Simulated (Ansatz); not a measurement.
In₃As₃H₁₂⁻, a cluster cut from wurtzite InAs (hydrogen-capped). Total charge -1; doublet. Geometry r2SCAN-D4/def2-SVP, that of the neutral singlet.

```xyz
18

As    0.130    0.853   -2.155
In    2.587    0.036   -1.323
As    1.639   -1.474    0.730
In   -1.971    1.965   -0.835
As   -2.030    0.082    1.125
In   -0.100   -0.932    2.749
H     0.385    1.757   -3.342
H    -0.440   -0.293   -2.963
H     3.194   -1.050   -2.516
H     3.329    1.411   -0.602
H     1.174   -2.776    0.114
H     2.865   -2.058    1.400
H    -3.370    1.727   -1.813
H    -1.367    3.399   -0.101
H    -2.754   -1.111    0.539
H    -3.155    0.497    2.049
H     0.561    0.410    3.600
H    -0.677   -2.443    3.343
```

In the def2 sets In takes a core potential; there is no spin–orbit coupling. At PBE-D4/def2-TZVP, PBE0-D4/def2-TZVP the highest occupied level of the charge -1 doublet lies above zero (up to 1.37 eV). By energy differences its removal costs 0.21 eV (vertical, to the charge 0 singlet, at PBE-D4/def2-TZVP); self-interaction error and the lack of diffuse functions both raise the level. At PBE-D4/def2-TZVP the gap within one spin of the charge -1 doublet nearly closes, so an electron or hole may be smeared out by delocalisation error.

Estimate the α-spin orbital energies around the gap (eV) in Ansatz with PBE-D4/def2-TZVP, PBE0-D4/def2-TZVP.


```csv
orbital,PBE-D4/def2-TZVP,PBE0-D4/def2-TZVP
HOMO−5,-3.72,-4.84
HOMO−4,-3.65,-4.76
HOMO−3,-3.13,-4.16
HOMO−2,-2.99,-4.05
HOMO−1,-2.87,-3.81
HOMO,1.37,1.14
LUMO,1.40,1.94
LUMO+1,1.54,2.24
LUMO+2,1.91,2.61
LUMO+3,2.28,2.99
LUMO+4,2.51,3.04
LUMO+5,2.55,3.13
β HOMO,-2.83,-3.75
β LUMO,1.49,2.10
```
